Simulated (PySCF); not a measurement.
Job file and geometry (Å, from GFN2-xTB) of an NMR shielding run on `NB(C#C)NCC(F)(F)F`, C4H6BF3N2, GIAO PBE0/pcSseg-1 NMR shielding, non-relativistic, gas phase (PySCF 2.14.0, density-fitted response routines); density fitting, a coarse starting grid and PySCF grid level 2 are the driver's defaults:

```
$ OMP_NUM_THREADS=1 python probes_run.py task.json out

{"job": {"kind": "nmr", "xc": "PBE0", "basis": "pcSseg-1"}, "charge": 0, "multiplicity": 1}
C      3.055139     0.983392    -1.428328
C      2.187639     0.510385    -0.744158
B      1.088641    -0.104021     0.118702
N      1.176455    -1.445654     0.501375
N      0.026756     0.743856     0.533327
C     -1.104608     0.385950     1.331458
C     -2.279312    -0.117454     0.481598
F     -2.654303     0.775430    -0.444861
F     -1.995317    -1.254410    -0.167896
F     -3.365860    -0.370073     1.234531
H      3.813719     1.399250    -2.026431
H      0.462840    -1.949854     0.995625
H      1.939725    -2.029880     0.212667
H     -0.035879     1.662519     0.125385
H     -0.844399    -0.419761     2.023906
H     -1.478835     1.239270     1.909312
```

Question: Write the output of this run.

Answer: 
```
coarse grid: 14536 points
cycle   1  E = -589.0360422955  dE =  1.554e+00  |g| = 9.822e-01  |ddm| = 3.572e+00
cycle   2  E = -588.8837321876  dE =  1.523e-01  |g| = 1.408e+00  |ddm| = 1.347e+00
cycle   3  E = -589.2105275498  dE = -3.268e-01  |g| = 1.397e-01  |ddm| = 7.761e-01
cycle   4  E = -589.2131260635  dE = -2.599e-03  |g| = 9.398e-02  |ddm| = 1.489e-01
cycle   5  E = -589.2151613358  dE = -2.035e-03  |g| = 2.679e-02  |ddm| = 7.344e-02
cycle   6  E = -589.2153298756  dE = -1.685e-04  |g| = 3.486e-03  |ddm| = 2.073e-02
cycle   7  E = -589.2153320904  dE = -2.215e-06  |g| = 1.345e-03  |ddm| = 3.129e-03
final grid: 145072 points
cycle   8  E = -589.2877008454  dE = -5.710e-05  |g| = 1.084e-02  |ddm| = 3.406e-02
cycle   9  E = -589.2876843980  dE =  1.645e-05  |g| = 1.458e-02  |ddm| = 1.588e-02
cycle  10  E = -589.2877243329  dE = -3.993e-05  |g| = 1.081e-03  |ddm| = 8.735e-03
cycle  11  E = -589.2877245242  dE = -1.913e-07  |g| = 5.597e-04  |ddm| = 1.065e-03
cycle  12  E = -589.2877245878  dE = -6.363e-08  |g| = 2.371e-04  |ddm| = 4.930e-04
cycle  13  E = -589.2877246016  dE = -1.377e-08  |g| = 3.895e-05  |ddm| = 1.707e-04
cycle  14  E = -589.2877246018  dE = -2.667e-10  |g| = 1.492e-05  |ddm| = 3.112e-05
converged SCF energy = -589.2877246018

GIAO shielding tensors (ppm)
atom      isotropic    diamagn.    paramagn.     s11        s22        s33       span
  0 C       91.458     261.944    -170.486     14.423     17.597    242.355    227.932
  1 C       94.938     256.345    -161.408    -10.464      0.469    294.808    305.273
  2 B       82.150     194.730    -112.580     50.593     83.559    112.298     61.705
  3 N      193.822     317.670    -123.848    130.711    215.422    235.334    104.623
  4 N      191.521     323.950    -132.429    133.582    210.542    230.438     96.856
  5 C      137.458     244.810    -107.352    111.877    140.761    159.737     47.859
  6 C       52.197     243.596    -191.398     47.722     52.808     56.062      8.340
  7 F      263.122     474.773    -211.652    177.413    267.447    344.505    167.091
  8 F      261.524     476.945    -215.421    181.811    259.317    343.443    161.632
  9 F      260.029     468.173    -208.144    170.928    264.107    345.052    174.124
 10 H       29.869      33.712      -3.843     24.897     25.167     39.544     14.647
 11 H       29.063      32.566      -3.503     22.638     28.420     36.131     13.493
 12 H       28.675      29.847      -1.172     22.611     26.225     37.189     14.578
 13 H       28.687      33.867      -5.180     20.844     29.424     35.794     14.949
 14 H       28.301      29.490      -1.189     24.566     28.948     31.389      6.823
 15 H       28.267      26.971       1.296     22.998     28.143     33.660     10.662
```

Size and cost of the density-fitted run: 200 basis functions, 63 s wall time on 1 thread of an Arm Neoverse N1, shared host; peak memory 0.87 GiB.
